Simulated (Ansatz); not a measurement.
InSi19H30, a doped nanocrystal cut from the lattice of silicon (In on an inner site). Charge 0, multiplicity 2. Geometry PBE-D4/def2-SVP.

```xyz
50

Si    2.858   -0.756   -0.412
Si    2.068    1.762   -3.344
Si   -0.563   -2.634   -1.260
Si   -1.060    0.005   -4.162
Si    2.370    3.080    0.806
Si    0.463   -1.858    2.374
Si    0.364    1.831    3.832
In   -0.523    1.114   -0.290
Si   -3.831   -0.298   -0.835
Si   -3.123   -0.274    2.898
Si    3.240   -0.170   -2.663
Si    3.703    1.130    0.745
Si    0.605   -1.150    0.143
Si   -0.223    1.726   -2.779
Si   -0.342   -2.163   -3.560
Si   -2.905   -2.467   -0.953
Si    0.195    2.752    1.678
Si    1.339   -0.315    3.923
Si   -1.756   -2.190    3.080
Si   -2.898    0.982    0.922
H     3.766   -1.914   -0.063
H     2.761    2.955   -2.737
H     2.203    1.877   -4.845
H    -0.198   -4.084   -1.034
H    -0.612    0.256   -5.582
H    -2.567   -0.002   -4.163
H     2.248    3.675   -0.571
H     3.084    4.089    1.682
H     1.199   -3.163    2.584
H     1.225    2.774    4.641
H    -0.994    1.798    4.481
H    -3.664    0.436   -2.138
H    -5.315   -0.445   -0.572
H    -2.906    0.610    4.098
H    -4.567   -0.725    2.929
H     4.717    0.127   -2.780
H     2.934   -1.316   -3.590
H     4.979    1.544    0.046
H     4.069    0.794    2.167
H    -0.841    3.031   -3.229
H     1.065   -2.400   -4.037
H    -1.236   -3.146   -4.280
H    -3.556   -3.131   -2.145
H    -3.371   -3.206    0.275
H    -0.562    4.058    1.707
H     2.831   -0.174    3.779
H     1.066   -0.852    5.309
H    -1.734   -2.561    4.544
H    -2.403   -3.325    2.332
H    -3.601    2.312    1.051
```

In the def2 sets In takes a core potential, while STO-3G treats all electrons; there is no spin–orbit coupling. Single mean-field runs in def2-SVP are fitted with def2-universal-jkfit.

Problem. Estimate the α-spin orbital energies around the gap (eV) in Ansatz with HF/STO-3G, PBE-D4/def2-SVP, r2SCAN-D4/def2-SVP, PBE0-D4/def2-SVP, ωB97M-V/def2-SVP.

Solution. 
| orbital | HF/STO-3G | PBE-D4/def2-SVP | r2SCAN-D4/def2-SVP | PBE0-D4/def2-SVP | ωB97M-V/def2-SVP |
| --- | --- | --- | --- | --- | --- |
| HOMO−5 | -7.08 | -6.67 | -6.97 | -7.70 | -9.56 |
| HOMO−4 | -7.01 | -6.66 | -6.96 | -7.68 | -9.49 |
| HOMO−3 | -6.92 | -6.61 | -6.89 | -7.61 | -9.40 |
| HOMO−2 | -6.40 | -6.19 | -6.46 | -7.16 | -8.89 |
| HOMO−1 | -5.94 | -5.83 | -6.08 | -6.76 | -8.54 |
| HOMO | -5.68 | -5.44 | -5.74 | -6.40 | -8.02 |
| LUMO | 7.32 | -2.21 | -2.15 | -1.58 | 0.02 |
| LUMO+1 | 7.87 | -2.11 | -2.05 | -1.51 | 0.09 |
| LUMO+2 | 7.99 | -2.04 | -1.97 | -1.39 | 0.25 |
| LUMO+3 | 8.82 | -1.83 | -1.74 | -1.18 | 0.46 |
| LUMO+4 | 9.11 | -1.79 | -1.68 | -1.12 | 0.51 |
| LUMO+5 | 9.16 | -1.68 | -1.58 | -1.01 | 0.64 |
| β HOMO | -5.58 | -5.78 | -6.03 | -6.69 | -8.45 |
| β LUMO | 1.55 | -4.96 | -4.95 | -4.48 | -3.02 |
